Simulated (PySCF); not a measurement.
Potential energy curve for BCl, singlet.

Calculation: CCSD(T) on UHF/cc-pVTZ, 6 core orbitals frozen (PySCF 2.14.0).

Task: Relative to R = 1.72 Å, what are the energies at R = 2.31, 4.19, 4.60, 5.16 Å?

Result: 35.9 kcal/mol at 2.31 Å, 116.6 kcal/mol at 4.19 Å, 117.5 kcal/mol at 4.60 Å, 117.9 kcal/mol at 5.16 Å.

The unrestricted determinant behind UCCSD(T) is spin-contaminated at 1.47 to 6.89 Å (<S²> up to 1.0, against 0.00 for a pure singlet).
